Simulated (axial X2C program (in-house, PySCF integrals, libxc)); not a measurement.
**Outer orbitals of WF⁻ at 1.928 Å, PBE0**

All values were computed with an in-house relativistic program for diatomic molecules. Spin-free means the one-electron spin-free X2C Hamiltonian; two-component (2c) means X2C with spin–orbit coupling and atomic mean-field two-electron Coulomb and Gaunt terms, so the difference of the two also holds small scalar two-electron terms. Basis: W dyall-acv3z [14s15p10d7f4g], F dyall-av3z [7s6p3d2f] (cores contracted in-house); Gaussian nuclei, density fitting, unrestricted open shells. Masses: W 183.951 u, F 18.998 u.

The distance is close to the 2c PBE0 minimum; the highest filled and lowest empty levels are listed.

Spin-free orbitals, state M_S = 2, Λ = 0 (beyond evenly filled blocks: π+α, π-α, δ+α, δ-α) (Löwdin shares):

| symmetry | occupied | ε (eV) | atomic character |
| --- | --- | --- | --- |
| σβ | yes | -30.91 | 100% W f |
| π+β | yes | -30.84 | 100% W f |
| π-β | yes | -30.84 | 100% W f |
| δ+β | yes | -30.69 | 100% W f |
| δ-β | yes | -30.69 | 100% W f |
| φ+β | yes | -30.68 | 100% W f |
| φ-β | yes | -30.68 | 100% W f |
| σα | yes | -26.23 | 81% F s, 6% W d, 5% W p |
| σβ | yes | -26.09 | 81% F s, 6% W d, 5% W p |
| σα | yes | -7.07 | 84% F p, 9% W d, 2% W s |
| σβ | yes | -7.00 | 86% F p, 8% W d |
| π+α | yes | -6.39 | 84% F p, 10% W d, 2% W f |
| π-α | yes | -6.39 | 84% F p, 10% W d, 2% W f |
| π+β | yes | -5.98 | 88% F p, 6% W d, 3% W f |
| π-β | yes | -5.98 | 88% F p, 6% W d, 3% W f |
| σα | yes | -1.25 | 69% W s, 15% W d, 8% F p |
| δ-α | yes | -0.56 | 100% W d |
| δ+α | yes | -0.56 | 100% W d |
| π+α | yes | -0.17 | 83% W d, 7% F p, 6% W p |
| π-α | yes | -0.17 | 83% W d, 7% F p, 6% W p |
| σβ | yes | 0.44 | 79% W s, 8% W p, 5% F p |
| π-β | no | 1.89 | 100% W p |
| π+β | no | 1.89 | 100% W p |
| σβ | no | 1.92 | 98% W p |
| π-α | no | 2.04 | 100% W p |
| π+α | no | 2.04 | 100% W p |

The highest filled level is positive, so this functional does not bind it, and the empty levels of an anion are set by the basis.

Spinors with spin–orbit coupling (state Ω = 2):

| ω | occupied | ε (eV) | atomic character | λ mixture |
| --- | --- | --- | --- | --- |
| 7/2 | yes | -30.18 | 100% W f | 100% φ |
| 5/2 | yes | -30.17 | 100% W f | 79% δ, 21% φ |
| 1/2 | yes | -30.16 | 100% W f | 51% π, 49% σ |
| -1/2 | yes | -30.14 | 100% W f | 62% σ, 38% π |
| 3/2 | yes | -30.13 | 100% W f | 62% π, 38% δ |
| -3/2 | yes | -30.04 | 100% W f | 76% π, 24% δ |
| -5/2 | yes | -29.87 | 100% W f | 89% δ, 11% φ |
| -7/2 | yes | -29.81 | 100% W f | 100% φ |
| 1/2 | yes | -26.22 | 80% F s, 6% W d, 5% W p | 100% σ |
| -1/2 | yes | -26.09 | 80% F s, 6% W d, 5% W p | 100% σ |
| 1/2 | yes | -7.08 | 84% F p, 9% W d, 2% W s | 100% σ |
| -1/2 | yes | -7.03 | 86% F p, 8% W d | 99% σ, 1% π |
| -1/2 | yes | -6.42 | 84% F p, 10% W d, 2% W f | 99% π, 1% σ |
| 3/2 | yes | -6.38 | 85% F p, 10% W d, 2% W f | 100% π |
| 1/2 | yes | -6.03 | 88% F p, 6% W d, 3% W f | 100% π |
| -3/2 | yes | -5.98 | 88% F p, 6% W d, 3% W f | 100% π |
| 1/2 | yes | -1.24 | 68% W s, 16% W d, 8% F p | 100% σ |
| -3/2 | yes | -0.84 | 100% W d | 99% δ, 1% π |
| -1/2 | yes | -0.34 | 82% W d, 7% F p, 6% W p | 97% π, 3% σ |
| 5/2 | yes | -0.25 | 100% W d | 100% δ |
| 3/2 | yes | -0.04 | 83% W d, 7% F p, 6% W p | 98% π, 2% δ |
| -1/2 | yes | 0.43 | 78% W s, 9% W p, 5% F p | 99% σ, 1% π |
| 1/2 | no | 1.89 | 100% W p | 100% π |
| -3/2 | no | 1.89 | 100% W p | 100% π |
| -1/2 | no | 1.92 | 98% W p | 100% σ |
| -1/2 | no | 2.04 | 100% W p | 100% π |
| 3/2 | no | 2.04 | 100% W p | 100% π |

The highest filled level is positive, so this functional does not bind it, and the empty levels of an anion are set by the basis.

Mulliken charges and populations of the two-component result (they depend on the basis, above all on diffuse functions):

W -0.41 e (s 11.77 p 24.22 d 24.37 f 14.04 g 0.01), F -0.59 e (s 3.97 p 5.60 d 0.02). ⟨Lz⟩ = 0.05 ħ and ⟨Sz⟩ = 1.95 ħ (1.97 and -0.02 on the two atoms), which add up to Ω.

The state is a single determinant with fixed occupations, the lowest that a limited PBE0 search found. Density functionals use the spin component along the axis (collinear). The highest occupied level is positive at some bond lengths even in Hartree–Fock (under at least one Hamiltonian), so the basis set holds the extra electron there; where that holds at Re the anion is at best weakly bound and its constants depend on the basis. With several unpaired electrons one determinant need not be a pure state. Open-shell Ω = 0 determinants with evenly filled partner blocks cannot be reached by this program, so the Ω shown need not be the lowest component. The determinant is spin-polarised beyond a pure state at some levels (its spin-free form has ⟨S²⟩ too high), which makes Re and μ there less reliable.
